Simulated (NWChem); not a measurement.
C4H4O2; SMILES C1(=C)OC=CO1

```xyz
10

C      0.0000     0.0000     2.0620
C      0.0000     0.0000     0.7290
O      0.0000     1.1222    -0.0711
C      0.0000     0.6650    -1.3795
C      0.0000    -0.6650    -1.3795
O      0.0000    -1.1222    -0.0711
H      0.0000    -0.9362     2.6023
H      0.0000     0.9362     2.6023
H      0.0000     1.4099    -2.1576
H      0.0000    -1.4099    -2.1576
```
Atoms are numbered in this order, from 1.

Computed with NWChem. Pople sets run with spherical d functions. All runs use the structure optimised with B3LYP/6-31G* (spherical d). Isolated, static molecule.

GIAO at B3LYP/6-31G*: principal shieldings of C2 are -48.6, 72.2, 79.5 ppm; an isolated tetramethylsilane molecule has σ = 190.2 ppm at the same levels.

**Question.** Find the isotropic 13C shift, its principal values, the span and the skew.

**Answer.** 
1. σ(iso) = one third of the sum = 34.4 ppm.
2. δ = σ(reference) − σ = 155.8 ppm against tetramethylsilane.
3. δ11, δ22, δ33 = 238.8, 118.0, 110.7 ppm.
4. Span Ω = δ11 − δ33 = 128.1 ppm; skew κ = 3(δ22 − δ(iso))/Ω = -0.89.
